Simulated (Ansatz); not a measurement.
AlH5OSn, SMILES `[OH][SnH2][AlH2]`, relaxed with RKS PBE-D4/def2-SVP in Ansatz from a rough embedded geometry. The force threshold is 0.03 eV/Å; the program also tests the step.

Total charge 0; spin multiplicity 1. Sn takes the def2 core potential.

Start:

```xyz
8

O     1.769   -1.111   -0.649
Sn    0.893    0.403    0.189
Al   -1.685    0.110   -0.178
H     1.354   -1.875   -0.239
H     1.242    0.412    1.919
H     1.443    1.916   -0.529
H    -2.291   -1.107   -0.961
H    -2.725    1.253    0.449
```

Problem. How much energy does the relaxation release, and in how many steps? (An estimate is asked.)

Solution. The calculation gave: 23.77 kJ/mol, in 17 steps, 1 of them rejected.

Problem. Which bonds change most? (Best estimate.)

Solution. Ansatz gave: O1–Sn2 from 1.939 to 2.036 Å; Al3–H8 from 1.668 to 1.604 Å; Sn2–Al3 from 2.620 to 2.679 Å; Al3–H7 from 1.569 to 1.604 Å.

Problem. Give the relaxed structure. (Best estimate.)

Solution. Ansatz gave: 
```xyz
8

O     1.772   -0.956   -0.793
Sn    0.835    0.451    0.341
Al   -1.786    0.149   -0.120
H     1.377   -1.829   -0.604
H     1.358    0.239    1.993
H     1.578    1.891   -0.269
H    -2.343   -1.341   -0.333
H    -2.791    1.395   -0.214
```
